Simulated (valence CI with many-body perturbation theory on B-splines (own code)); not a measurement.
## E1 transitions of Cs23+

Computed by valence CI with perturbative core correlation (CI+MBPT): four valence electrons over a frozen Dirac-Fock core [Ar] 3d10, radial functions for each j: 11 s, 11 p, 10 d, 8 f, 5 g, 2 h, with the one-electron correlation potential Σ1, the two-electron term Σ2, the three-electron term Σ3, Breit, model QED; selected CI, second order for the rest, scaled by the run's own slope (own B-spline code, finite nucleus).

No measured levels were compared; by estimate levels hold to about 250 cm⁻¹ or 0.2 % of their energy and the worst to 1 %, as in measured heavy ions of charge 2 to 7; those with d or f electrons hold less well. Among the levels kept, up to 450 cm⁻¹ of a level comes from second order outside the variational space, and about a tenth of that is noise between levels of different J, which matters for small intervals.

Lines 151 to 200 of 553 in falling wavelength, among levels below 2268600 cm⁻¹, chosen from the strongest by gf and those to the six lowest levels. Wavelengths and rates use the calculated energies, so an error of 2000 cm⁻¹ moves a line at 150.0 Å by 0.3 % and its rate by three times that or more. Electric multipoles are in the length gauge, E1 and E2 with the static RPA response of the core. Weak lines are less certain than strong ones. Lines between different terms over intervals too small for the method are left out, as are lines whose strength nearly cancels. Where a level lies close to another of its J and parity, the split of strength between their lines is uncertain. The highest levels of a list are the least certain.

Levels are named by their leading jj configuration (3d3/2^4 stands for four electrons in 3d with j = 3/2), which in mixed levels can hold well under half, so a name can repeat and another be missing. Letters in brackets count levels of one name in rising energy.

| λ vac (Å) | Upper | Lower | A (s⁻¹) | log gf | Branch % |
| --- | --- | --- | --- | --- | --- |
| 150.0 | (4s 4p3/2^2 4d3/2) J=2 [b] | (4s^2 4p1/2 4d5/2) J=2 | 2.28e+10 | -0.41 | 7.0 |
| 149.5 | (4s 4p3/2^2 4d5/2) J=3 [c] | (4s^2 4p3/2 4d5/2) J=4 | 6.21e+10 | 0.16 | 33.2 |
| 149.0 | (4s 4p3/2^3) J=1 | (4s^2 4p3/2^2) J=2 | 1.06e+11 | 0.03 | 51.1 |
| 148.6 | (4p3/2^3 4d3/2) J=2 | (4s 4p3/2^2 4d3/2) J=3 | 1.25e+10 | -0.69 | 4.2 |
| 148.3 | (4s 4p1/2 4p3/2 4d3/2) J=2 [b] | (4s 4p1/2 4p3/2^2) J=3 | 1.51e+10 | -0.60 | 16.8 |
| 147.5 | (4s 4p3/2^2 4d5/2) J=2 [b] | (4s^2 4p3/2 4d3/2) J=2 | 1.75e+10 | -0.54 | 19.2 |
| 147.4 | (4p1/2^2 4p3/2 4d5/2) J=2 | (4s 4p1/2^2 4d3/2) J=2 | 2.19e+10 | -0.45 | 21.0 |
| 147.3 | (4s 4p1/2 4d3/2 4d5/2) J=3 [d] | (4s 4p1/2 4p3/2 4d3/2) J=2 [e] | 1.13e+10 | -0.59 | 6.6 |
| 147.2 | (4s 4p1/2 4p3/2^2) J=1 [b] | (4s^2 4p1/2 4p3/2) J=1 | 3.41e+10 | -0.48 | 19.4 |
| 146.9 | (4s^2 4p1/2 4f5/2) J=2 | (4s^2 4p3/2 4d3/2) J=3 | 1.99e+10 | -0.49 | 7.4 |
| 146.1 | (4s 4p3/2^2 4d5/2) J=1 [b] | (4s^2 4p3/2 4d5/2) J=2 | 6.47e+10 | -0.21 | 14.7 |
| 144.4 | (4s 4p1/2 4p3/2 4d3/2) J=2 [e] | (4s^2 4p1/2 4d3/2) J=2 | 2.70e+10 | -0.37 | 9.6 |
| 143.7 | (4s^2 4d5/2^2) J=4 | (4s^2 4p3/2 4d5/2) J=3 | 2.31e+10 | -0.19 | 19.3 |
| 143.4 | (4s^2 4d3/2 4d5/2) J=3 | (4s^2 4p3/2 4d5/2) J=3 | 1.09e+10 | -0.63 | 2.9 |
| 143.3 | (4s 4p1/2 4d3/2 4d5/2) J=5 [b] | (4s 4p1/2 4p3/2 4d5/2) J=4 [c] | 7.21e+09 | -0.61 | 18.0 |
| 143.1 | (4s^2 4p1/2 4f7/2) J=3 [b] | (4s^2 4p3/2 4d3/2) J=3 | 1.03e+10 | -0.66 | 2.7 |
| 141.9 | (4s 4p3/2^2 4d3/2) J=0 | (4s^2 4p3/2 4d3/2) J=1 | 1.10e+11 | -0.48 | 21.9 |
| 141.8 | (4s 4p1/2 4p3/2 4d5/2) J=1 [a] | (4s 4p1/2 4p3/2^2) J=2 [b] | 3.51e+10 | -0.50 | 19.4 |
| 141.8 | (4s^2 4p1/2 4d3/2) J=2 | (4s^2 4p1/2 4p3/2) J=2 | 2.07e+10 | -0.51 | 91.7 |
| 141.0 | (4s^2 4p1/2 4f7/2) J=4 | (4s^2 4p3/2 4d5/2) J=4 | 2.58e+10 | -0.16 | 16.9 |
| 140.7 | (4s 4p1/2 4p3/2 4f5/2) J=4 [a] | (4s 4p1/2 4p3/2 4d5/2) J=3 [d] | 8.85e+09 | -0.63 | 4.7 |
| 140.1 | (4s 4p1/2 4p3/2 4d5/2) J=2 [c] | (4s^2 4p1/2 4d3/2) J=2 | 1.40e+10 | -0.69 | 6.7 |
| 140.1 | (4s 4p1/2 4d3/2 4d5/2) J=5 [b] | (4s 4p1/2 4p3/2 4d5/2) J=4 [b] | 1.48e+10 | -0.32 | 37.0 |
| 140.0 | (4s 4p1/2^2 4d3/2) J=1 | (4s 4p1/2^2 4p3/2) J=2 | 1.52e+09 | -1.87 | 16.9 |
| 139.0 | (4p3/2^3 4d5/2) J=3 | (4s 4p1/2 4p3/2 4d3/2) J=2 [e] | 1.18e+10 | -0.62 | 4.1 |
| 138.8 | (4s 4p1/2 4d3/2 4d5/2) J=4 [b] | (4s 4p1/2 4p3/2 4d3/2) J=3 [b] | 2.16e+10 | -0.25 | 42.9 |
| 137.8 | (4s^2 4p1/2 4d3/2) J=2 | (4s^2 4p1/2 4p3/2) J=1 | 9.30e+08 | -1.88 | 4.1 |
| 137.4 | (4s^2 4p3/2 4d3/2) J=1 | (4s^2 4p3/2^2) J=0 | 1.36e+09 | -1.94 | 0.5 |
| 136.9 | (4s 4p1/2^2 4d3/2) J=2 | (4s 4p1/2^2 4p3/2) J=2 | 1.68e+10 | -0.63 | 73.0 |
| 136.5 | (4s 4p1/2 4d3/2 4d5/2) J=3 [d] | (4s 4p1/2 4p3/2 4d5/2) J=4 [b] | 1.10e+10 | -0.67 | 6.4 |
| 136.0 | (4s 4p1/2 4p3/2 4f7/2) J=5 [a] | (4s 4p1/2 4p3/2 4d5/2) J=4 [b] | 8.86e+09 | -0.57 | 4.8 |
| 135.9 | (4s 4p3/2^3) J=2 | (4s^2 4p1/2 4p3/2) J=2 | 1.24e+10 | -0.77 | 24.3 |
| 135.1 | (4s 4p1/2 4d3/2 4d5/2) J=2 [c] | (4s 4p1/2 4p3/2 4d3/2) J=3 [b] | 2.52e+10 | -0.46 | 13.2 |
| 134.6 | (4s 4p1/2 4d5/2^2) J=4 | (4s 4p1/2 4p3/2 4d5/2) J=3 [b] | 9.21e+09 | -0.65 | 7.3 |
| 134.5 | (4s^2 4d3/2 4d5/2) J=3 | (4s^2 4p3/2 4d5/2) J=2 | 1.03e+10 | -0.71 | 2.8 |
| 133.0 | (4s 4p1/2 4d3/2 4d5/2) J=5 [a] | (4s 4p1/2 4p3/2 4d5/2) J=5 | 2.92e+10 | -0.07 | 48.9 |
| 132.7 | (4s^2 4p3/2 4d3/2) J=2 | (4s^2 4p3/2^2) J=2 | 9.99e+09 | -0.88 | 3.5 |
| 132.7 | (4s 4p1/2 4p3/2 4d3/2) J=2 [c] | (4s 4p1/2 4p3/2^2) J=3 | 2.08e+10 | -0.56 | 7.4 |
| 132.5 | (4s 4p1/2 4p3/2 4d5/2) J=3 [b] | (4s 4p1/2 4p3/2^2) J=3 | 3.85e+10 | -0.15 | 28.5 |
| 132.3 | (4p1/2^2 4p3/2 4d5/2) J=2 | (4p1/2^2 4p3/2^2) J=2 | 2.45e+10 | -0.49 | 23.4 |
| 132.2 | (4s 4p3/2^3) J=2 | (4s^2 4p1/2 4p3/2) J=1 | 9.58e+09 | -0.90 | 18.8 |
| 132.0 | (4s^2 4d5/2^2) J=2 | (4s^2 4p3/2 4d5/2) J=3 | 5.63e+10 | -0.13 | 13.3 |
| 131.9 | (4s 4p1/2^2 4f7/2) J=3 | (4s 4p1/2 4p3/2 4d3/2) J=4 | 1.38e+10 | -0.60 | 14.7 |
| 131.8 | (4s 4p1/2 4p3/2 4d5/2) J=3 [d] | (4s 4p1/2 4p3/2^2) J=2 [b] | 1.87e+10 | -0.47 | 7.6 |
| 131.7 | (4s 4p1/2 4p3/2 4d5/2) J=1 [d] | (4s 4p1/2 4p3/2^2) J=1 [b] | 2.87e+10 | -0.65 | 9.5 |
| 131.6 | (4s 4p1/2 4d3/2 4d5/2) J=3 [d] | (4s 4p1/2 4p3/2 4d3/2) J=3 [b] | 1.76e+10 | -0.49 | 10.2 |
| 131.5 | (4s 4p1/2 4p3/2^2) J=1 [a] | (4s^2 4p1/2^2) J=0 | 7.57e+09 | -1.23 | 14.0 |
| 131.3 | (4s 4p1/2 4d3/2 4d5/2) J=4 [a] | (4s 4p1/2 4p3/2 4d5/2) J=4 [a] | 2.65e+10 | -0.21 | 26.5 |
| 131.1 | (4s 4p1/2 4p3/2 4d3/2) J=2 [b] | (4s 4p1/2^2 4p3/2) J=1 | 4.72e+10 | -0.22 | 52.6 |
| 131.0 | (4s 4p1/2 4p3/2 4d5/2) J=2 [a] | (4s 4p1/2 4p3/2^2) J=2 [a] | 4.51e+10 | -0.24 | 48.0 |

(1) How does gf follow from A for the line at 131.1 Å?

Results:

(1) gf = 1.4992 × (2J+1)_upper × A / σ², with σ = 762687 cm⁻¹ and 2J+1 = 5: gf = 0.608.
